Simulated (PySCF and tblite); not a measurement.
Results of a calculation; reference values are marked as such.
4 E/Z isomers of C5H4F4, numbered alike:

```json
{"isomer": "A", "SMILES": "[F:1]/[CH:2]=[CH:3]/[CH:4]=[CH:5]\\[C:6]([F:7])([F:8])[F:9]", "descriptors": "2=3 E, 4=5 Z"}
{"isomer": "B", "SMILES": "[F:1]/[CH:2]=[CH:3]\\[CH:4]=[CH:5]/[C:6]([F:7])([F:8])[F:9]", "descriptors": "2=3 Z, 4=5 Z"}
{"isomer": "C", "SMILES": "[F:1]/[CH:2]=[CH:3]\\[CH:4]=[CH:5]\\[C:6]([F:7])([F:8])[F:9]", "descriptors": "2=3 Z, 4=5 E"}
{"isomer": "D", "SMILES": "[F:1]/[CH:2]=[CH:3]/[CH:4]=[CH:5]/[C:6]([F:7])([F:8])[F:9]", "descriptors": "2=3 E, 4=5 E"}
```

Protocol: conformer search, at most 6 conformers an isomer, GFN2-xTB geometries, energies PBE0/pcSseg-1 (D3(BJ) added where defined), GIAO shieldings PBE0/pcSseg-1, weights at 298.15 K with GFN2-xTB thermal terms. Programs: PySCF with density fitting and tblite.

(1) What shifts does each isomer give (ppm)?

(2) Which carbons tell the isomers apart best?

Unscaled ¹⁹F shifts at such levels can be off by tens of ppm; differences between conformers or isomers are more reliable. Shifts are unscaled: against experiment ¹³C can be off by 15 ppm or more and ¹H by 0.8 ppm. The search found a single conformer for at least one isomer; other rotamers may be missing.

## Answers

(1) 
A: ¹H (against TMS): 7.26 (H2, 1H), 6.98 (H3, 1H), 6.46 (H4, 1H), 5.79 (H5, 1H). ¹³C (against TMS): 168.6 (C2), 141.1 (C4), 132.4 (C6), 126.6 (C5), 117.9 (C3). ¹⁹F (against CFCl3): -71.8 (F7/F8/F9), -103.5 (F1).

B: ¹H (against TMS): 7.28 (H4, 1H), 7.00 (H2, 1H), 6.30 (H3, 1H), 5.85 (H5, 1H). ¹³C (against TMS): 163.7 (C2), 138.4 (C4), 132.5 (C6), 126.0 (C5), 114.8 (C3). ¹⁹F (against CFCl3): -71.2 (F7/F8/F9), -112.4 (F1).

C: ¹H (against TMS): 7.54 (H4, 1H), 6.99 (H2, 1H), 5.74 (H5, 1H), 5.69 (H3, 1H). ¹³C (against TMS): 164.0 (C2), 135.9 (C4), 132.6 (C6), 126.1 (C5), 116.4 (C3). ¹⁹F (against CFCl3): -82.0 (F7/F8/F9), -109.9 (F1).

D: ¹H (against TMS): 7.36 (H2, 1H), 6.85 (H4, 1H), 6.38 (H3, 1H), 5.81 (H5, 1H). ¹³C (against TMS): 168.8 (C2), 138.4 (C4), 132.3 (C6), 126.6 (C5), 118.9 (C3). ¹⁹F (against CFCl3): -82.5 (F7/F8/F9), -105.9 (F1).

(2) C4: 141.1 in A, 138.4 in B, 135.9 in C, 138.4 in D; C2: 168.6 in A, 163.7 in B, 164.0 in C, 168.8 in D; C3: 117.9 in A, 114.8 in B, 116.4 in C, 118.9 in D ppm.
